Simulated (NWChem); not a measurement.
Everything below was run with NWChem. System: H2Be, charge 0, spin multiplicity 1, at a geometry optimised with PBE/def2-SVP. The structure started from a generated list of species. Level: HF/6-31G* (spherical d).

Part of the output:

```
             Northwest Computational Chemistry Package (NWChem) 7.3.0
             --------------------------------------------------------

                                NWChem Input Module
                                -------------------

 Scaling coordinates for geometry "geometry" by  1.889725989
 (inverse scale =  0.529177249)

 Turning off AUTOSYM since
 SYMMETRY directive was detected!

                             Geometry "geometry" -> ""
                             -------------------------

 Output coordinates in angstroms (scale by  1.889725989 to convert to a.u.)

  No.       Tag          Charge          X              Y              Z
 ---- ---------------- ---------- -------------- -------------- --------------
    1 Be                   4.0000     0.00000000     0.00000000     0.00000000
    2 H                    1.0000     0.00000000     0.00000000     1.34424800
    3 H                    1.0000     0.00000000     0.00000000    -1.34424800

 Effective nuclear repulsion energy (a.u.)       3.3461136758

            Nuclear Dipole moment (a.u.)
            ----------------------------
        X                 Y               Z
 ---------------- ---------------- ----------------
     0.0000000000     0.0000000000     0.0000000000

      Symmetry information
      --------------------

 Group name             D2h
 Group number             26
 Group order               8
 No. of unique centers     2

      Symmetry unique atoms

     1    2


 Summary of "ao basis" -> "" (spherical)
 ------------------------------------------------------------------------------
       Tag                 Description            Shells   Functions and Types
 ---------------- ------------------------------  ------  ---------------------
 *                           6-31g*                   on all atoms

  xc_inp: hfexch multiplicative factor not found.
                              NWChem Property Module
                              ----------------------

                                 NWChem DFT Module
                                 -----------------

 Summary of "ao basis" -> "ao basis" (spherical)
 ------------------------------------------------------------------------------
       Tag                 Description            Shells   Functions and Types
 ---------------- ------------------------------  ------  ---------------------
 Be                          6-31g*                  6       14   3s2p1d
[...]
     ---------------------------------

     L   x y z        total         alpha         beta         nuclear
     -   - - -        -----         -----         ----         -------
     0   0 0 0     -0.000000     -3.000000     -3.000000      6.000000

     1   1 0 0      0.000000      0.000000      0.000000      0.000000
     1   0 1 0     -0.000000     -0.000000     -0.000000      0.000000
     1   0 0 1     -0.000000     -0.000000     -0.000000      0.000000

     2   2 0 0     -4.827453     -2.413726     -2.413726      0.000000
     2   1 1 0     -0.000000     -0.000000     -0.000000      0.000000
     2   1 0 1     -0.000000     -0.000000     -0.000000      0.000000
     2   0 2 0     -4.827453     -2.413726     -2.413726      0.000000
     2   0 1 1     -0.000000     -0.000000     -0.000000      0.000000
     2   0 0 2     -8.744772    -10.825309    -10.825309     12.905846

 *** CALLING NEW AORESP DRIVER FOR CLOSED AND OPEN SHELLS ***
 Entering AOResponse driver routine

--------------------------------------------------------------------------------

          ****************
          *** RESPONSE ***
          ****************

 Response module for NWChem and dynamic CPKS solver

          -----------------------------------------------
          Solving response equations for perturbing field
          -----------------------------------------------

 number of frequencies:     1
 frequency in a.u.:  0.7730000E-01
 Perturbing field: electric
 Using El. Dipole Length Gauge

 Setting up CPKS with frequency omega =      0.07730000 a.u.

                            NWChem Dynamic CPHF Module
                            --------------------------

    scftype = RHF
    nclosed =    3
      nopen =    0
  variables =       90
  num. vecs =        3
  tolerance =   1.0D-04
  max. iter =   50

 SCF residual:    2.7862143239511994E-006

Iterative solution of linear equations
  No. of variables       90
  No. of equations        3
  Maximum subspace       30
       Convergence  1.0D-04

 ga_lkain filestub:cphf_sol
 ga_lkain filesoln:./mol.cphf_sol

   iter   nsub   residual    time
   ----  ------  --------  ---------
     1      3    1.28D+00       0.1
     2      6    2.13D-01       0.1
     3      9    4.49D-02       0.1
     4     12    7.14D-03       0.2
     5     15    8.70D-04       0.2
     6     18    4.38D-05       0.2

 Electric Dipole Response Matrix (nonzero elements):

              1        2        3
    1   13.4732  -0.0000  -0.0000
    2    0.0000  13.4732  -0.0000
    3    0.0000  -0.0000  16.5044

 ------------------------------------------
 average:        14.48361 + I       0.00000

 DFT Linear Response polarizability / au
 Frequency  =       0.0773000 / au
 Wavelength =     589.4353558 / nm
              X              Y              Z
 -----------------------------------------------
 X      13.4732252     -0.0000000     -0.0000000
 Y       0.0000000     13.4732252     -0.0000000
 Z       0.0000000     -0.0000000     16.5043817
 -----------------------------------------------
 Eigenvalues =      13.4732252     13.4732252     16.5043817
 Isotropic   =      14.4836107
 Anisotropic =       3.0311564
 -----------------------------------------------

 Magnetic Dipole Response Matrix (nonzero elements):
 Optical rotation tensor Beta

              1        2        3
    1    0.0000  -0.0000  -0.0000
    2    0.0000  -0.0000  -0.0000
    3    0.0000  -0.0000  -0.0000

 ------------------------------------------
 average:        -0.00000 + I       0.00000

 Exiting AOResponse driver routine

          -------------
          Dipole Moment
          -------------

 Center of charge (in au) is the expansion point
         X =       0.0000000 Y =       0.0000000 Z =       0.0000000

   Dipole moment        0.0000000000 A.U.
             DMX        0.0000000000 DMXEFC        0.0000000000
             DMY       -0.0000000000 DMYEFC        0.0000000000
             DMZ       -0.0000000000 DMZEFC        0.0000000000
   -EFC- dipole         0.0000000000 A.U.
   Total dipole         0.0000000000 A.U.

   Dipole moment        0.0000000000 Debye(s)
             DMX        0.0000000000 DMXEFC        0.0000000000
             DMY       -0.0000000000 DMYEFC        0.0000000000
             DMZ       -0.0000000000 DMZEFC        0.0000000000
   -EFC- dipole         0.0000000000 DEBYE(S)
   Total dipole         0.0000000000 DEBYE(S)

 1 a.u. = 2.541766 Debyes

 Task  times  cpu:        0.2s     wall:        0.2s

 Total times  cpu:        0.2s     wall:        0.2s
```

### Question
Write an NWChem input that would produce this output.

### Answer
This is not unique; one that fits is 
```
start mol
memory heap 200 mb stack 900 mb global 1100 mb
geometry units angstroms nocenter noautoz
  Be     0.000000     0.000000     0.000000
  H      0.000000     0.000000     1.344248
  H      0.000000     0.000000    -1.344248
  symmetry group D2h
end
basis spherical
  * library 6-31g*
end
dft
  xc hfexch
  semidirect memsize 60000000 filesize 0
  iterations 100
end
property
  dipole
  response 1 0.0773
end
task dft property
```
